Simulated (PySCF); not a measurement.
Cd(tBu)(SH), C₄H₁₀CdS, SMILES C[C](C)(C)[Cd][SH] at its GFN2-xTB optimised geometry (Å):

```
16

Cd    -0.7810    -0.1333     0.0000
C      1.4395    -0.1333     0.0000
C      1.8193     0.6665    -1.2435
C      1.8213     0.6495     1.2537
C      2.1152    -1.5006    -0.0099
H      2.8928     0.8772    -1.2479
H      1.2922     1.6272    -1.2630
H      1.5833     0.1138    -2.1573
H      1.2955     1.6104     1.2863
H      1.5854     0.0851     2.1603
H      2.8951     0.8586     1.2600
H      1.8475    -2.0824     0.8721
H      1.8463    -2.0701    -0.8995
H      3.2025    -1.3734    -0.0097
S     -1.9410     2.0824     0.0000
H     -3.2025     1.6834     0.0169
```

Method: B3LYP/def2-TZVP, def2 effective core potentials past Kr (PySCF). The core electrons that the potentials of Cd replace are not part of the density. Cells within 0.4 Å of a nucleus heavier than hydrogen are left out (blank, or x).

Map of the Laplacian of the electron density (e/bohr⁵), clipped to [-1.50, 1.50] on the plane z = 1.2 Å:

```
|88888888888888888888888888888|
|88888888888888888888888888888|
|88888888888888888888888888888|
|88888888888888888888888888888|
|88888888888888888888888888888|
|88888888888888888888888888888|
|88888888898888888888888888888|
|88888889999988888888888888888|
|88888889999988889999888888888|
|88888899999988889999998888888|
|88888899999988899049999888888|
|88888889999988899727889988888|
|888888888899999999xx206988888|
|888888888899999999xx789988888|
|88888888889999999999999888888|
|88888888889999999999998888888|
|88888888889999989999998888888|
|88888888888888888999998888888|
|88888888888888888999999888888|
|88888888888888888999998888888|
|88888888888888888999998888888|
|88888888888888888899988888888|
|88888888888888888888888888888|
|88888888888888888888888888888|
|88888888888888888888888888888|
|88888888888888888888888888888|
|88888888888888888888888888888|
|88888888888888888888888888888|
|88888888888888888888888888888|
```
Scale: ten equal steps from -1.50 (start of '0') to 0.187 (end of '9'), in the order '0123456789'; x runs from -5.50 to 5.50, y from -5.50 (bottom) to 5.50 (top).
